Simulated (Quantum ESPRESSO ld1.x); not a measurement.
Question: All-electron atom: the scandium ion Sc14+ in [He] 2s2 2p3 (the NIST ground configuration). All-electron calculation, non-relativistic Kohn-Sham, revPBE, spin-unpolarised, spherical densities, point nucleus. Program: ld1.x of Quantum ESPRESSO 7.5. Some entries of the table are withheld. Estimate them.

orbital,occ.,eigenvalue (eV),<r> (bohr)
1s,2,-4957.65,0.07333
2s,2,-943.498,(1)
2p,3,-879.484,0.2812
3s,0,-369.463,(2)
3p,0,-349.536,(3)
3d,0,-325.058,0.6796

Answer: 
(1) 2s <r> (bohr): 0.3231
(2) 3s <r> (bohr): 0.7901
(3) 3p <r> (bohr): 0.7665
